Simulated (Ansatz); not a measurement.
Cost and result up the ladder for Cu(NH3)Cl (CuNClH₃) (6 atoms). Charge 0, multiplicity 1. Geometry: B3LYP-D4/def2-TZVP.

```xyz
6

Cu   -0.302   -0.715    0.834
N     0.216    0.513   -0.598
H    -0.290    0.314   -1.457
H     1.209    0.443   -0.803
H     0.022    1.478   -0.345
Cl   -0.855   -2.033    2.369
```

Ansatz on 4 threads of Arm Neoverse V2 on a shared host. Times are rough, and most runs start from the orbitals of an earlier one. r2SCAN0-D4/def2-TZVP serves as the yardstick here, not as an exact answer. Differences are given only for rows in sets of like size (and for xTB, whose basis is part of the method), since another set adds its own error. Binding counts from free atoms at the same level (Cu doublet, N quartet, H doublet, Cl doublet; other spins of the atoms weren't run), without zero-point energy or a counterpoise term.

The 6-31G sets use Cartesian d functions. LC-ωPBE has ω = 0.4 bohr⁻¹. B3LYP takes the VWN-RPA correlation. HSE06 is defined as in plane-wave codes, on full-range PBE exchange. Correlated methods freeze 15 core orbitals.

Correlated methods converge slowly with the basis.

```json
{"level": "CCSD(T)/def2-TZVPP", "functions": "179", "binding energy per atom (eV)": "2.98", "difference from r2SCAN0-D4/def2-TZVP (eV)": "0.00", "remarks": "–"}
{"level": "r2SCAN0-D4/def2-TZVP", "functions": "131", "binding energy per atom (eV)": "2.99", "difference from r2SCAN0-D4/def2-TZVP (eV)": "0.00", "remarks": "–"}
{"level": "MP2/def2-TZVP", "functions": "131", "binding energy per atom (eV)": "2.98", "difference from r2SCAN0-D4/def2-TZVP (eV)": "-0.01", "remarks": "test for broken spin undecided"}
{"level": "r2SCANh-D4/def2-TZVP", "functions": "131", "binding energy per atom (eV)": "3.03", "difference from r2SCAN0-D4/def2-TZVP (eV)": "0.05", "remarks": "–"}
{"level": "PBE0-D4/def2-TZVP (with forces)", "functions": "131", "binding energy per atom (eV)": "3.02", "difference from r2SCAN0-D4/def2-TZVP (eV)": "0.03", "remarks": "–"}
{"level": "HF/6-31G", "functions": "57", "binding energy per atom (eV)": "2.14", "difference from r2SCAN0-D4/def2-TZVP (eV)": "–", "remarks": "–"}
{"level": "B3LYP-D4/def2-TZVP", "functions": "131", "binding energy per atom (eV)": "3.03", "difference from r2SCAN0-D4/def2-TZVP (eV)": "0.05", "remarks": "–"}
{"level": "HSE06-D4/def2-TZVP", "functions": "131", "binding energy per atom (eV)": "3.02", "difference from r2SCAN0-D4/def2-TZVP (eV)": "0.03", "remarks": "–"}
{"level": "BLYP-D4/def2-TZVP", "functions": "131", "binding energy per atom (eV)": "3.05", "difference from r2SCAN0-D4/def2-TZVP (eV)": "0.06", "remarks": "–"}
{"level": "r2SCAN-D4/def2-TZVP", "functions": "131", "binding energy per atom (eV)": "3.06", "difference from r2SCAN0-D4/def2-TZVP (eV)": "0.08", "remarks": "–"}
{"level": "LC-ωPBE/def2-TZVP", "functions": "131", "binding energy per atom (eV)": "3.04", "difference from r2SCAN0-D4/def2-TZVP (eV)": "0.05", "remarks": "–"}
{"level": "PBE-D4/def2-TZVP", "functions": "131", "binding energy per atom (eV)": "3.10", "difference from r2SCAN0-D4/def2-TZVP (eV)": "0.12", "remarks": "–"}
{"level": "PBE0-D4/def2-SVP", "functions": "78", "binding energy per atom (eV)": "3.06", "difference from r2SCAN0-D4/def2-TZVP (eV)": "–", "remarks": "–"}
{"level": "PBE-D4/def2-SVP", "functions": "78", "binding energy per atom (eV)": "3.16", "difference from r2SCAN0-D4/def2-TZVP (eV)": "–", "remarks": "–"}
```

(1) Estimate how long each takes.

## Answers

(1) HF/6-31G 0.25 s; PBE-D4/def2-SVP 0.65 s; PBE0-D4/def2-SVP 0.8 s; PBE-D4/def2-TZVP 0.95 s; BLYP-D4/def2-TZVP 0.95 s; MP2/def2-TZVP 0.95 s; B3LYP-D4/def2-TZVP 1.2 s; LC-ωPBE/def2-TZVP 1.3 s; HSE06-D4/def2-TZVP 1.4 s; PBE0-D4/def2-TZVP (with forces) 1.8 s; r2SCAN-D4/def2-TZVP 2.3 s; r2SCAN0-D4/def2-TZVP 2.5 s; r2SCANh-D4/def2-TZVP 2.7 s; CCSD(T)/def2-TZVPP 31 s. On shared hardware such times vary by a factor of up to 3.
